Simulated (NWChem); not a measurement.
System: CH2ClF; SMILES FCCl

Input file for NWChem:

```
start job
memory heap 200 mb stack 900 mb global 1100 mb
geometry units angstroms noautoz
  F      0.389191     1.505790     0.000000
  C     -0.571544     0.565043     0.000000
  Cl     0.131186    -1.062862     0.000000
  H     -1.185066     0.659826     0.907841
  H     -1.185066     0.659826    -0.907841
end
basis spherical
  * library def2-tzvpd
end
dft
  xc xtpss03 ctpss03
  iterations 150
  mulliken
end
task dft energy
```

Structure relaxed at the PBE0/def2-SVP level.

Problem. Give the results of this calculation. (TPSS/def2-TZVPD.) Quantities: energy (Ha); highest occupied level (eV); orbital gap (eV); dipole (D).

Solution. 
```yaml
energy (Ha): -599.45
highest occupied level (eV): -7.53
orbital gap (eV): 6.89
dipole (D): 1.73
```
